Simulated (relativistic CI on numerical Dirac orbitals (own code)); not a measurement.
One change at a time: Gd XXXII

Base calculation: Dirac-Coulomb-Breit CI, KLI orbitals optimised for each configuration, a model potential for QED, unscaled Slater integrals.

Configurations in the expansion (outside the closed core [Ar] 3d10): 4s²4p³, 4s4p⁴, 4s²4p²4d, 4p⁵, 4s4p³4d, 4s²4p²4f, 4s4p³4f, 4p⁴4d, 4s4p²4d², 4s²4p4d4f, 4p⁴4f, 4s²4p4d², 4s²4d³, 4s4p4d³, 4s²4d²4f, 4s4p4d²4f, 4p³4d², 4p²4d³, 4p²4d²4f. Double excitations out of closed p, d and f shells are left out; levels of such configurations are missing from the list, as are those of other unlisted configurations, and high levels can miss mixing partners.

The lowest level and the first level of each name with at least 55 % of one term (blank where a level has no safe partner in the second run):

```csv
Level,Base (cm⁻¹),Shift (cm⁻¹)
4s²4p³ ²P°3/2,0,0
4s²4p³ ²D°5/2,343374,+16
4s²4p³ ²P°1/2,390218,+8
4s4p⁴ ⁴P5/2,883478,+653
4s²4p²4d ⁴D1/2,1253867,+1116
4s²4p²4d ²P1/2,1526664,+1122
```

At this charge energies of transitions that change n are usually good to better than 1 %, and those within a shell (Δn = 0) to a few per cent.

**Question.** One thing was changed in a second run, which moved the levels as shown. Which?
A. Breit term removed
B. configuration mixing switched off
C. P86 correlation estimate
D. QED terms removed
E. only the first 3 configurations

**Answer.** C. P86 correlation estimate. A correlation estimate moves all levels of a configuration together before mixing; mixed levels move by a weighted share.

LS names give the leading component of a level, which can be under half, so a name can repeat, a term be missing and a line seem to break the LS rules.
